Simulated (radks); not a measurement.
Values are calculated unless marked as measured or tabulated.
Charge is removed step by step from the 3s level of Cl, starting from [Ne] 3s2 3p5. Level of theory: scalar-relativistic Kohn-Sham, PBE, spin-unpolarised, spherical densities, finite nucleus; Fermi nuclear charge, rms radius 3.3654 fm (a radial shooting solver on a logarithmic mesh with Libxc functionals).

| removed (e) | E - E(0) (eV) | eigenvalue (eV) | E minus straight line (eV) |
|---|---|---|---|
| 0 | 0.000 | -20.692 | 0.000 |
| 0.125 | 2.675 | -22.109 | -0.648 |
| 0.25 | 5.528 | -23.554 | -1.118 |
| 0.375 | 8.564 | -25.026 | -1.405 |
| 0.5 | 11.785 | -26.522 | -1.507 |
| 0.625 | 15.195 | -28.042 | -1.420 |
| 0.75 | 18.797 | -29.585 | -1.142 |
| 0.875 | 22.592 | -31.149 | -0.669 |
| 1 | 26.584 | -32.734 | 0.000 |

Removing the whole electron costs 26.584 eV by Delta-SCF, against 20.692 eV from minus the eigenvalue at the starting occupation. Slater's transition state (half an electron removed) gives 26.522 eV. Integrating minus the eigenvalue over the occupation (Janak's theorem) gives 26.586 eV. In this scalar-relativistic scheme the density is built from large components alone, so the theorem holds only approximately. The mean slope of the eigenvalue, de/dn, is 12.0 eV per electron.
